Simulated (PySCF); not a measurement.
C2H9NOSi2, SMILES C[SiH2]/N=C\[SiH2]O.

Coordinates come from a B3LYP-D3(BJ)/def2-SVP optimisation. The structure was generated by enumeration; whether it is a known compound was not checked. Other conformers were not sampled.

The numbers are results of TDA-CAM-B3LYP/def2-SVPD (PySCF), not measurements.

Vertical excitations. The molecule is in vacuum.

Computed excitation energies, oscillator strengths and character:
| state | energy (eV) | λ (nm) | f | main pairs |
|---|---|---|---|---|
| S1 | 3.22 | 385 | 0.001 | HOMO→LUMO 96 % |
| S2 | 5.69 | 218 | 0.002 | HOMO→LUMO+1 85 % |
| S3 | 6.37 | 195 | 0.001 | HOMO→LUMO+2 79 % |
| S4 | 6.66 | 186 | 0.091 | HOMO→LUMO+3 73 % |
| S5 | 7.03 | 176 | 0.250 | HOMO−1→LUMO 75 % |
| S6 | 7.14 | 174 | 0.005 | HOMO→LUMO+5 32 %, HOMO→LUMO+4 31 %, HOMO→LUMO+7 10 %, HOMO−1→LUMO 8 % |
| T1 | 2.57 | 483 | 0 | HOMO→LUMO 95 % |
| T2 | 4.60 | 269 | 0 | HOMO−1→LUMO 59 %, HOMO−5→LUMO 25 % |
Triplets are in the Tamm–Dancoff approximation.
